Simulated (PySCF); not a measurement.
Species: cis-PdCl2(PF3)2 (singlet state).
Bonds: Pd1–Cl2, Pd1–Cl3, Pd1–P4, Pd1–P8, P4–F5, P4–F6, P4–F7, P8–F9, P8–F10, P8–F11.

Level of theory: PBE0-D3(BJ)/def2-SVP geometry optimisation, gas phase, def2 core potentials past Kr in PySCF 2.14.0.

Question: What internal coordinates does the optimisation give?

Answer: 
```json
{"bond": "Pd1–Cl2, Pd1–Cl3", "length (Å)": "2.316"}
{"bond": "Pd1–P4, Pd1–P8", "length (Å)": "2.197"}
{"bond": "P4–F5, P8–F9", "length (Å)": "1.579"}
{"bond": "P4–F6 and 3 like bonds", "length (Å)": "1.564"}
```

Bonds in one row agree within 0.01 Å and their mean is given. A selection of angles:
```json
{"angle": "Cl2–Pd1–Cl3", "degrees": "99.0"}
{"angle": "Cl2–Pd1–P4", "degrees": "175.9"}
{"angle": "Cl2–Pd1–P8", "degrees": "77.0"}
{"angle": "P4–Pd1–P8", "degrees": "107.1"}
{"angle": "Pd1–P4–F5", "degrees": "117.2"}
{"angle": "Pd1–P4–F6", "degrees": "118.8"}
{"angle": "F5–P4–F6", "degrees": "98.8"}
{"angle": "F6–P4–F7", "degrees": "101.7"}
```

Dihedral angles: Cl2–Pd1–P8–F9 -179° (antiperiplanar).

Pd1 (palladium bonded to 2 Cl and 2 P) has angles from 76.9° to 175.9°. Of the pairs four or more bonds apart, F5···F9 is among the closest relative to their van der Waals radii: 3.02 Å, 103 % of the sum of Bondi's values. P4 (phosphorus bonded to 3 F and Pd) is distorted tetrahedral (angles from 98.7° to 118.8°).

Whether it is a minimum is left open (no frequencies).
